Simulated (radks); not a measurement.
Trend from Lu to Hg: ionisation energy by Delta-SCF between NIST ground configurations, and size. Calculated with a radial shooting solver on a logarithmic mesh with Libxc functionals: Dirac Kohn-Sham, PBE, spin-unpolarised, spherical densities, point nucleus; open shells are shared between the two j in proportion to 2j + 1.

species,configuration,configuration of the ion,IE (eV),NIST (eV),kind,-e(HOMO) (eV),r at 0.001 e/bohr^3 (bohr)
Lu,[Xe] 4f14 5d1 6s2,[Xe] 4f14 6s2,5.258,5.426,exp.,1.631 (5d5/2),5.06
Hf,[Xe] 4f14 5d2 6s2,[Xe] 4f14 5d1 6s2,6.500,6.825,exp.,2.518 (5d5/2),4.99
Ta,[Xe] 4f14 5d3 6s2,[Xe] 4f14 5d3 6s1,8.472,7.550,exp.,3.367 (5d5/2),4.89
W,[Xe] 4f14 5d4 6s2,[Xe] 4f14 5d4 6s1,8.889,7.864,exp.,4.201 (5d5/2),4.79
Re,[Xe] 4f14 5d5 6s2,[Xe] 4f14 5d5 6s1,9.255,7.834,exp.,5.029 (5d5/2),4.70
Os,[Xe] 4f14 5d6 6s2,[Xe] 4f14 5d6 6s1,9.585,8.438,exp.,5.854 (5d5/2),4.61
Ir,[Xe] 4f14 5d7 6s2,[Xe] 4f14 5d7 6s1,9.889,8.967,exp.,6.340 (6s1/2),4.53
Pt,[Xe] 4f14 5d9 6s1,[Xe] 4f14 5d9,9.211,8.959,exp.,5.648 (5d5/2),4.36
Au,[Xe] 4f14 5d10 6s1,[Xe] 4f14 5d10,9.427,9.226,exp.,5.780 (6s1/2),4.28
Hg,[Hg],[Xe] 4f14 5d10 6s1,10.701,10.438,exp.,6.829 (6s1/2),4.31

Reference values: NIST Atomic Spectra Database (exp. = measured, semi-emp. = semi-empirical, theory = theoretical value adopted there). Spin polarisation and multiplet splitting are left out, so open shells lie too high by an amount that depends on their filling. Sharing an open shell by 2j + 1 raises it above the true ground level by a part of the spin-orbit splitting, which enters the differences from NIST.

Beside tabulated values, note that spin-unpolarised runs miss the spin-polarisation part of the exchange energy of open shells.
